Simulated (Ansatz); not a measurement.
```xyz
4

C     0.0255    0.0409   -0.5095
O     0.0441    0.0175    0.6891
H    -0.0199   -0.9655   -1.1654
H    -0.0242    0.9040   -1.1079
```

Basis set: STO-3G (spherical functions). Left uncorrelated: 2 orbitals. Charge 0, multiplicity 1.

Computed with Ansatz (development build ahead of 0.2.0); each method stands on the lowest determinant of its kind that the runs found. Restricted open shells among the atoms or ions are ROHF, correlated in semicanonical orbitals with singles.

(1) Give the atomization energy at this shape (free ground-state atoms in the same class of orbitals less the molecule, no zero-point energy) of singlet CH2O by RHF-MP2, RHF.

Answers

(1)

```json
{"method": "RHF-MP2", "atomization energy": "14.03 eV"}
{"method": "RHF", "atomization energy": "11.12 eV"}
```

Caution: the shape is not the minimum.

This basis has no polarisation functions and is too small for such energies, which can lie far from measured ones in either direction.
